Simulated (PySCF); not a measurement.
NaCd: script and output

The script input.py:

```python
from pyscf import gto, dft

mol = gto.M(
    atom='Na 0 0 0; Cd 0 0 2.975',
    basis='3-21g',
    charge=0,
    spin=1,
    symmetry=True,
    verbose=4,
)
mf = dft.UKS(mol, xc='pw91')
mf.kernel()
mf.analyze()
print('orbital energies (hartree):', [e[max(0, n-3):n+3].round(4) for e, n in zip(mf.mo_energy, mol.nelec)])
```

```bash
$ OMP_NUM_THREADS=1 python input.py
```

Output (some set-up lines and the per-cycle HOMO/LUMO lines with their warnings removed):

```
PySCF version 2.14.0

[INPUT] verbose = 4
[INPUT] num. atoms = 2
[INPUT] num. electrons = 59
[INPUT] charge = 0
[INPUT] spin (= nelec alpha-beta = 2S) = 1
[INPUT] symmetry True subgroup None
[INPUT] Mole.unit = angstrom
[INPUT] Symbol           X                Y                Z      unit          X                Y                Z       unit  Magmom
[INPUT]  1 Na     0.000000000000   0.000000000000   0.000000000000 AA    0.000000000000   0.000000000000   0.000000000000 Bohr   0.0
[INPUT]  2 Cd     0.000000000000   0.000000000000   2.975000000000 AA    0.000000000000   0.000000000000   5.621935220581 Bohr   0.0

nuclear repulsion = 93.9178377700034
point group symmetry = Coov
symmetry origin: [0.         0.         4.57377781]
symmetry axis x: [1. 0. 0.]
symmetry axis y: [0. 1. 0.]
symmetry axis z: [0. 0. 1.]
num. orbitals of irrep A1 = 21
num. orbitals of irrep E1x = 11
num. orbitals of irrep E1y = 11
num. orbitals of irrep E2x = 3
num. orbitals of irrep E2y = 3
number of shells = 21
number of NR pGTOs = 108
number of NR cGTOs = 49
basis = 3-21g
ecp = {}

******** <class 'pyscf.dft.uks_symm.SymAdaptedUKS'> ********
method = SymAdaptedUKS
initial guess = minao
damping factor = 0
level_shift factor = 0
DIIS = <class 'pyscf.scf.diis.CDIIS'>
diis_start_cycle = 1
diis_space = 8
diis_damp = 0
SCF conv_tol = 1e-09
SCF conv_tol_grad = None
SCF max_cycles = 50
direct_scf = True
direct_scf_tol = 1e-13
number electrons alpha = 30  beta = 29
XC library pyscf.dft.libxc version 7.0.0
    S. Lehtola, C. Steigemann, M. J.T. Oliveira, and M. A.L. Marques.,  SoftwareX 7, 1–5 (2018)
XC functionals = pw91
    J. P. Perdew. In P. Ziesche and H. Eschrig, editors, Proceedings of the 75. WE-Heraeus-Seminar and 21st Annual International Symposium on Electronic Structure of Solids, 11. Berlin, 1991. Akademie Verlag.
    J. P. Perdew, J. A. Chevary, S. H. Vosko, K. A. Jackson, M. R. Pederson, D. J. Singh, and C. Fiolhais.,  Phys. Rev. B 46, 6671 (1992)
    J. P. Perdew, J. A. Chevary, S. H. Vosko, K. A. Jackson, M. R. Pederson, D. J. Singh, and C. Fiolhais.,  Phys. Rev. B 48, 4978 (1993)
    J. P. Perdew. In P. Ziesche and H. Eschrig, editors, Proceedings of the 75. WE-Heraeus-Seminar and 21st Annual International Symposium on Electronic Structure of Solids, 11. Berlin, 1991. Akademie Verlag.
    J. P. Perdew, J. A. Chevary, S. H. Vosko, K. A. Jackson, M. R. Pederson, D. J. Singh, and C. Fiolhais.,  Phys. Rev. B 46, 6671 (1992)
    J. P. Perdew, J. A. Chevary, S. H. Vosko, K. A. Jackson, M. R. Pederson, D. J. Singh, and C. Fiolhais.,  Phys. Rev. B 48, 4978 (1993)
radial grids:
    Treutler-Ahlrichs [JCP 102, 346 (1995); DOI:10.1063/1.469408] (M4) radial grids

becke partition: Becke, JCP 88, 2547 (1988); DOI:10.1063/1.454033
pruning grids: <function nwchem_prune>
grids dens level: 3
symmetrized grids: True
atomic radii adjust function: <function treutler_atomic_radii_adjust>
small_rho_cutoff = 0
Freeze 0 electrons in irreps []
    59 free electrons in irreps A1 E1x E1y E2x E2y
Set gradient conv threshold to 3.16228e-05
tot grids = 40496
init E= -5593.28379037054

cycle= 1 E= -5603.84541582936  delta_E= -10.6  |g|= 0.261  |ddm|= 0.749
cycle= 2 E= -5603.83574670312  delta_E= 0.00967  |g|= 0.303  |ddm|= 0.796
cycle= 3 E= -5603.86691835438  delta_E= -0.0312  |g|= 0.0121  |ddm|= 0.45
cycle= 4 E= -5603.86707477858  delta_E= -0.000156  |g|= 0.00715  |ddm|= 0.081
cycle= 5 E= -5603.86722144182  delta_E= -0.000147  |g|= 0.000241  |ddm|= 0.0354
cycle= 6 E= -5603.86722162502  delta_E= -1.83e-07  |g|= 0.000154  |ddm|= 0.00241
cycle= 7 E= -5603.86722170085  delta_E= -7.58e-08  |g|= 2.68e-05  |ddm|= 0.00106
cycle= 8 E= -5603.86722170287  delta_E= -2.02e-09  |g|= 8.71e-06  |ddm|= 0.000154
cycle= 9 E= -5603.86722170288  delta_E= -1.09e-11  |g|= 8.43e-06  |ddm|= 1.03e-05
Extra cycle  E= -5603.86722170289  delta_E= -8.19e-12  |g|= 6.17e-06  |ddm|= 6.33e-06
converged SCF energy = -5603.86722170289  <S^2> = 0.75190181  2S+1 = 2.0019009
**** SCF Summaries ****
Total Energy =                       -5603.867221702890674
Nuclear Repulsion Energy =              93.917837770003359
One-electron Energy =                -7932.988445015014804
Two-electron Energy =                 2235.203385542120486
Two-electron Coulomb Energy =         2400.775936564676158
DFT Exchange-Correlation Energy =     -165.572551022555700
**** MO energy ****
[23 lines left out]
alpha MO #24 (A1 #12), energy= -0.46341458537769 occ= 1
alpha MO #25 (E1x #6), energy= -0.461628182523536 occ= 1
alpha MO #26 (E1y #6), energy= -0.461628182523536 occ= 1
alpha MO #27 (E2x #2), energy= -0.460914374890354 occ= 1
alpha MO #28 (E2y #2), energy= -0.460914374890354 occ= 1
alpha MO #29 (A1 #13), energy= -0.209452026287266 occ= 1
alpha MO #30 (A1 #14), energy= -0.105495944257795 occ= 1
alpha MO #31 (E1x #7), energy= -0.062113766588541 occ= 0
alpha MO #32 (E1y #7), energy= -0.062113766588541 occ= 0
alpha MO #33 (A1 #15), energy= -0.0485938200966132 occ= 0
[16 lines left out]
[22 lines left out]
beta  MO #23 (E1y #5), energy= -1.02356947320075 occ= 1
beta  MO #24 (A1 #12), energy= -0.462070777434243 occ= 1
beta  MO #25 (E1x #6), energy= -0.460561641557428 occ= 1
beta  MO #26 (E1y #6), energy= -0.460561641557428 occ= 1
beta  MO #27 (E2x #2), energy= -0.460371935896445 occ= 1
beta  MO #28 (E2y #2), energy= -0.460371935896445 occ= 1
beta  MO #29 (A1 #13), energy= -0.202734619071868 occ= 1
beta  MO #30 (A1 #14), energy= -0.0844511786946298 occ= 0
beta  MO #31 (E1x #7), energy= -0.053235852317981 occ= 0
beta  MO #32 (E1y #7), energy= -0.053235852317981 occ= 0
[17 lines left out]
 ** Mulliken pop alpha/beta on meta-lowdin orthogonal AOs **
 ** Mulliken pop       alpha | beta **
pop of  0 Na 1s        1.00000 | 1.00000
pop of  0 Na 2s        0.99982 | 0.99959
pop of  0 Na 3s        0.90968 | 0.12923
pop of  0 Na 4s        0.00289 | 0.00146
pop of  0 Na 2px       0.99961 | 0.99965
pop of  0 Na 2py       0.99961 | 0.99965
pop of  0 Na 2pz       0.99931 | 0.99938
pop of  0 Na 3px       0.00050 | 0.00046
pop of  0 Na 3py       0.00050 | 0.00046
pop of  0 Na 3pz       0.00325 | 0.00369
pop of  0 Na 4px       0.00045 | 0.00040
pop of  0 Na 4py       0.00045 | 0.00040
[37 lines left out]
In total            30.00000 | 29.00000
 ** Mulliken atomic charges   ( Nelec_alpha | Nelec_beta ) **
charge of  0Na =     -0.05997  (     5.92386      5.13610 )
charge of  1Cd =      0.05997  (    24.07614     23.86390 )
Dipole moment(X, Y, Z, Debye):  0.00000,  0.00000, -0.24776
orbital energies (hartree): [array([-0.4609, -0.2095, -0.1055, -0.0621, -0.0621, -0.0486]), array([-0.4604, -0.4604, -0.2027, -0.0845, -0.0532, -0.0532])]
```

In short: E(SCF) = -5603.867222 Eh, 9 cycles, ⟨S²⟩ = 0.752, μz(SCF) = -0.25 D.

It ran on Arm Neoverse V2 (1 thread, shared host) in 2.9 s, peak memory 0.2 GiB.

No relativity is included for the heavy element. The basis is very small, so the numbers show the basis as much as the system. The bond length is a typed value, not an optimised one. No search for the lowest solution was made.
